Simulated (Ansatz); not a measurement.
Wavefunction ladder for AlFH4Si2 (`F[SiH]1[AlH][SiH2]1`)

```xyz
8

F     2.318    1.124    0.419
Si    1.287    0.073   -0.231
Al   -0.935    0.449   -1.082
Si   -0.506   -0.912    0.781
H     2.124   -0.914   -0.958
H    -2.099    1.229   -1.818
H    -0.952   -1.542    2.062
H    -1.236    0.494    0.826
```

Total charge 0; spin multiplicity 1. The geometry is a stationary point of PBE0-D4/def2-TZVP. Frozen core, restricted reference, Ansatz. CBS rows extrapolate triple and quadruple zeta; past MP2 they add the triple-zeta difference.

| basis | HF (Eh) | MP2 corr. | CCSD corr. | (T) | CCSD(T) total |
| --- | --- | --- | --- | --- | --- |
| def2-SVP | -921.18685 | -0.44310 | -0.48849 | -0.01459 | -921.68993 |
| def2-TZVPP | -921.61244 | -0.57198 | -0.61423 | -0.02478 | -922.25145 |
| def2-QZVPP | -921.64156 | -0.62060 | – | – | – |
| CBS(def2) | -921.64557 | -0.65661 | -0.69885 | as TZ | -922.36920 |
